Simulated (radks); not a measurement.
Results of a calculation; reference values are marked as such.
Q: Valence configurations of the tungsten ion W+ (all share [Xe]). Level of theory: Dirac Kohn-Sham, PBE, spin-unpolarised, spherical densities, finite nucleus; open shells are shared between the two j in proportion to 2j + 1; Fermi nuclear charge, rms radius 5.3658 fm (a radial shooting solver on a logarithmic mesh with Libxc functionals). Order these by energy: 4f13 5d5 6s1; 4f13.5 5d4 6s1 6p0.5; 4f14 5d3.5 6s1 6p0.5; 4f14 5d5; 4f14 5d4 6s1; 4f14 5d4 6p1; 4f14 5d2 6s2 6p1; 4f14 5d3 6s2; 4f13 5d4 6s2; 4f13.5 5d4 6s1.5.

A: From the lowest, in eV above it: 4f14 5d3 6s2 0.000; 4f14 5d4 6s1 0.050; 4f14 5d5 0.852; 4f14 5d3.5 6s1 6p0.5 2.691; 4f14 5d4 6p1 5.445; 4f14 5d2 6s2 6p1 6.963; 4f13.5 5d4 6s1.5 15.552; 4f13.5 5d4 6s1 6p0.5 18.375; 4f13 5d5 6s1 32.781; 4f13 5d4 6s2 33.765. NIST lists [Xe] 4f14 5d4 6s1 as the ground configuration; this level of theory puts 4f14 5d3 6s2 lower, by 0.050 eV. The energies are those of spherical spin-averaged densities, not of single terms.
